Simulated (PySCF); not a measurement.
Compound: C2H10OSi2.
Bonds: O1–C2, C2–C3, C3–Si4, C3–Si5. Hydrogens: H6 on O1; H7, H8 on C2; H9 on C3; H10, H11, H12 on Si4; H13, H14, H15 on Si5.

A PySCF run (density fitting, gas phase, GFN2-xTB geometry) gave HOMO -6.59 eV, LUMO -0.50 eV, dipole 1.63 D and E = -736.435 Eh.

Question: Which of these levels was it?
A. OPBE/pcSseg-1
B. PBE0/pcSseg-1
C. HCTH407/pcSseg-1

Answer: C. It is HCTH407/pcSseg-1. All candidates on this geometry:

```csv
level and settings,kind,basis functions,SCF cycles,E (Eh),HOMO (eV),LUMO (eV),dipole (D)
"HCTH407/pcSseg-1, fitting basis def2-qzvpp-jkfit",GGA,149,11,-736.4349,-6.59,-0.50,1.63
OPBE/pcSseg-1,GGA,149,14,-736.2183,-6.39,-0.12,1.62
PBE0/pcSseg-1,global hybrid,149,13,-735.9503,-8.05,0.42,1.69
```

The nearest other candidate, by the summed differences of HOMO and LUMO, is OPBE/pcSseg-1: its HOMO differs by +0.20 eV and its LUMO by +0.38 eV. Cycle counts include a coarse-grid stage where the run had one.

Shape of the structure used: `[OH:1][CH2:2][CH:3]([SiH3:4])[SiH3:5]`: O1–C2–C3–Si4 41°, H–O1–C2–C3 62°.
